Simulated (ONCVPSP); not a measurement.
**bromine (Br): excitation energies, all-electron against ONCV**

Br, optimised norm-conserving Vanderbilt (ONCV), made with ONCVPSP 4.0.1 (LDA (Perdew-Zunger), scalar-relativistic). Core [Ne], reference 3s2 3p6 3d10 4s1.5 4p5.5. Waves: 3s+4s: rc 0.90 bohr, ncon 5, nbas 9, qcut 15.4 1/bohr, 3 projectors, debl 3.2 Ha; 3p+4p: rc 0.80 bohr, ncon 4, nbas 8, qcut 16.7 1/bohr, 2 projectors; 3d: rc 0.80 bohr, ncon 3, nbas 8, qcut 23.5 1/bohr, local. Local part: the d channel. Core correction: Teter function, fcfact 2.75, rcfact 1.55.

Energies are relative to the spin-unpolarised reference configuration 3s2 3p6 3d10 4s1.5 4p5.5; without spin polarisation the order of configurations can differ from experiment.

Task: Give the all-electron excitation energy and the error of the potential for: 3s2 3p6 3d10 4s2 4p5; 3s2 3p6 3d10 4s2 4p4; 3s2 3p6 3d10 4s2 4p3; 3s2 3p6 3d10 4s2 4p1.

Result:

| valence configuration | charge | ΔE all-electron (eV) | error AE − PS (meV) |
| --- | --- | --- | --- |
| 3s2 3p6 3d10 4s2 4p5 | 0 | -6.183 | +0.3 |
| 3s2 3p6 3d10 4s2 4p4 | +1 | 6.525 | -0.3 |
| 3s2 3p6 3d10 4s2 4p3 | +2 | 29.469 | -1.8 |
| 3s2 3p6 3d10 4s2 4p1 | +4 | 110.040 | -7.5 |

Levels in the configuration 3s2 3p6 3d10 4s2 4p1:

```tsv
level	all-electron (eV)	pseudo (eV)
3s	-291.283	-291.295
3p	-227.262	-227.261
3d	-120.883	-120.900
4s	-67.706	-67.704
4p	-52.668	-52.663
```
